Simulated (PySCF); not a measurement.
Br₂ClSb. Atoms are numbered in the order given.

```xyz
4

Sb     0.6829    -0.4503     0.0000
Cl    -0.8683    -2.2518     0.0000
Br    -0.2866     0.8750     1.9212
Br    -0.2866     0.8750    -1.9212
```

Geometry: r2SCAN-D4/def2-SVP. The structure was generated by enumeration; whether it is a known compound was not checked. The def2 effective core potentials stand for the cores of Sb; spin–orbit coupling is left out.

Calculation: TDDFT-LC-ωPBE/def2-SVPD (PySCF).

Vertical excitations.  State labels are in the subgroup Cs.

```tsv
state	symmetry	energy (eV)	λ (nm)	f	main pairs
S1	A'	5.06	245	0.058	HOMO→LUMO 86 %
S2	A"	5.14	241	0.014	HOMO→LUMO+1 53 %, HOMO−1→LUMO 32 %, HOMO−2→LUMO 9 %
S3	A'	5.33	233	0.026	HOMO→LUMO+2 75 %, HOMO−3→LUMO 11 %
S4	A"	5.37	231	0.007	HOMO−2→LUMO 42 %, HOMO−1→LUMO 30 %, HOMO−3→LUMO+1 17 %
S5	A'	5.54	224	0.022	HOMO−1→LUMO+1 45 %, HOMO−3→LUMO 19 %, HOMO−4→LUMO 16 %, HOMO→LUMO+2 10 %
S6	A'	5.79	214	0.042	HOMO−1→LUMO+1 25 %, HOMO−2→LUMO+1 25 %, HOMO−3→LUMO 24 %, HOMO→LUMO 9 %
S7	A"	5.82	213	0.107	HOMO→LUMO+1 29 %, HOMO−2→LUMO 22 %, HOMO−2→LUMO+2 14 %, HOMO−1→LUMO 14 %
S8	A"	6.17	201	0.053	HOMO−2→LUMO+2 38 %, HOMO−5→LUMO+2 34 %
S9	A"	6.23	199	0.017	HOMO−1→LUMO+2 86 %
S10	A'	6.28	198	0.024	HOMO−3→LUMO+2 48 %, HOMO−4→LUMO+2 20 %
T1	A'	4.16	298	0	HOMO→LUMO 73 %, HOMO→LUMO+2 18 %
T2	A"	4.17	297	0	HOMO→LUMO+1 89 %
T3	A'	4.42	280	0	HOMO→LUMO+2 70 %, HOMO→LUMO 18 %
T4	A"	4.81	258	0	HOMO−1→LUMO 82 %
```
Triplets are in the Tamm–Dancoff approximation, which puts them higher than full response would, so one can lie above its singlet here.
